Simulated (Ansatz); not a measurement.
```yaml
crystal:
  periodic: [false, false, false]
  atoms:
    - {symbol: Cd, position_ang: [-0.004517, -0.002610, -0.000019]}
    - {symbol: I, position_ang: [-0.016678, -0.021923, 2.898269]}
    - {symbol: I, position_ang: [0.021195, 0.024534, -2.898250]}
basis:
  gaussian: {orbitals: def2-mTZVP, final_grid: {core_spheres: 8, valence_spheres: 7, degree: 23}}
hamiltonian: {xc: {name: r2SCAN0}, dispersion: d4}
scf: {lower_state_search: off}
```

```sh
$ ansatz run in.yaml --threads 4 --pin off --events-out ev --progress --plain --max-ram 3916MiB
```

It prints (some lines left out):

```
Functional definition: r2SCAN0
1047 factors; integrals over basis functions are off by at most 1.6e-4 eV
mean field evaluation 1: about -20768.8003 eV, gradient 2.2e1 eV
mean field evaluation 2: about -20766.5937 eV, gradient 3.7e1 eV
mean field evaluation 4: about -20770.4831 eV, gradient 1.8e0 eV
mean field evaluation 8: about -20770.5690 eV, gradient 2.8e-2 eV
mean field evaluation 16: about -20770.5690 eV, gradient 3.0e-6 eV
mean field -20770.56903042 eV, -763.3043330706 hartree, gradient 3.0e-6 eV, S^2 0.000000; 0 other end points of the search recorded, 0 dependent functions left out
reference -20770.56903748 eV, -763.3043333302 hartree; 35, 35 occupied and 70, 70 virtual orbitals, 1047 factors
Total energy: -20770.59555053 eV, -763.3053076666 hartree
Checks for a lower state left out: stability, starts, cluster_reference, orbital_swaps, neighbouring_geometries, increment
```

Run time 2 s (4 threads of Intel Xeon on a shared host).

In the def2 sets Cd, I take a core potential; there is no spin–orbit coupling.
